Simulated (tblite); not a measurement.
What does the GFN2-xTB structure of InChI=1S/C4H13N3OSi/c1-6-3-4-7-9(2,5)8/h7-8H,1,3-5H2,2H3/t9-/m1/s1 look like in three dimensions?

```xyz
22
C4H13N3OSi angstrom
C      2.6784    1.2535    1.3611
N      1.7146    0.8109    0.6958
C      1.9140   -0.1912   -0.3035
C      0.9908   -1.4065   -0.0223
N     -0.3302   -1.3018   -0.5702
Si    -1.5041   -0.1458   -0.0153
C     -1.8139    1.2392   -1.2831
N     -2.9782   -1.0320    0.1265
O     -0.9892    0.4534    1.4112
H      2.4853    1.9926    2.1246
H      3.7195    0.9456    1.2166
H      2.9658   -0.5151   -0.3579
H      1.6243    0.2404   -1.2652
H      1.4764   -2.3013   -0.4226
H      0.9032   -1.5221    1.0606
H     -0.3530   -1.5275   -1.5511
H     -2.1456    0.8377   -2.2343
H     -2.5793    1.9238   -0.9333
H     -0.9148    1.8217   -1.4625
H     -2.9728   -1.8502    0.7139
H     -3.8165   -0.5020    0.2963
H     -0.0850    0.7960    1.4139
```

Any rigid rotation of these coordinates is as good. Atoms count from 1 in this order. The C–N distances run from 1.252 Å (C1=N2, drawn double) to 1.434 Å (C4–N5, drawn single), a spread of 0.182 Å. N2 (imine nitrogen) is bent (angle 120.8°). N8 (silicon-bound nitrogen) is pyramidal (angles 117.4°, 117.1° and 109.5°, sum 344.0°, 0.28 Å off the plane of its three neighbours). N5 (silicon-bound nitrogen) has angles 123.3°, 116.4° and 112.1°, sum 351.8°, 0.22 Å off the plane of its three neighbours.

Bonds between heavy atoms (Å): C1=N2 1.252, N2–C3 1.429, C3–C4 1.552, C4–N5 1.434, N5–Si6 1.738, Si6–C7 1.903, Si6–N8 1.726, Si6–O9 1.631.

The geometry is computed with GFN2-xTB (gas phase).

Point group: C1 (no symmetry element, even within 0.4 Å). Its GFN2-xTB frequencies are all real (lowest 25 cm⁻¹). One conformer, not necessarily the lowest (C1–N2–C3–C4 125°, N2–C3–C4–N5 86°, C3–C4–N5–Si6 -67°, C4–N5–Si6–C7 109°, N5–Si6–N8–H 56° and -170°). 3 starts were optimised and ended at 0.00, 2.11 and 2.23 kcal/mol (GFN2-xTB); the lowest of these is shown.
